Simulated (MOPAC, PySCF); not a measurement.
Members of the series Al-XY, Y = H; each row names its spin state. Gas-phase values, no solvent. One relaxed conformer stands for each flexible species; it need not be the lowest. Strings in code marks are SMILES.

Quantity: adiabatic spin-state energy, in kJ/mol. Semi-empirical values (MOPAC) are differences of heats of formation. Levels without diffuse functions put anions too high.

Level 1: B3LYP/3-21G // B3LYP-D3(BJ)/def2-TZVPD (PySCF)
Level 2: BP86/6-31G* // B3LYP-D3(BJ)/def2-TZVPD (PySCF)
Level 3: PBE/6-31G* // B3LYP-D3(BJ)/def2-TZVPD (PySCF)
Level 4: PM6 // B3LYP-D3(BJ)/def2-TZVPD (MOPAC)

```csv
species,level 1,level 2,level 3,level 4
`[AlH-][SH]`: multiplicity 3 minus multiplicity 1,117.5,101.2,95.9,116.0
`[OH][AlH-]`: multiplicity 3 minus multiplicity 1,124.4,111.1,105.9,152.2
`[AlH-][AlH2]`: multiplicity 3 minus multiplicity 1,13.64,7.70,3.56,66.4
```
